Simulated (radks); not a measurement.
Problem. Neutral cobalt: order these configurations by energy. Calculated with a radial shooting solver on a logarithmic mesh with Libxc functionals: scalar-relativistic Kohn-Sham, LDA (Slater exchange, Perdew-Wang correlation), spin-polarised, spherical densities, finite nucleus; Fermi nuclear charge, rms radius of each element as measured or else 0.836 A^(1/3) + 0.57 fm. Open shells are filled with parallel spins first. [Ar] 3d6 4s2 4p1; [Ar] 3d7 4s1 4p1; [Ar] 3d7 4s2; [Ar] 3d8 4p1; [Ar] 3d8 4s1; [Ar] 3d9.

Solution. From the lowest, in eV above it: [Ar] 3d8 4s1 0.000; [Ar] 3d7 4s2 0.386; [Ar] 3d9 2.064; [Ar] 3d7 4s1 4p1 3.759; [Ar] 3d8 4p1 3.977; [Ar] 3d6 4s2 4p1 7.851.
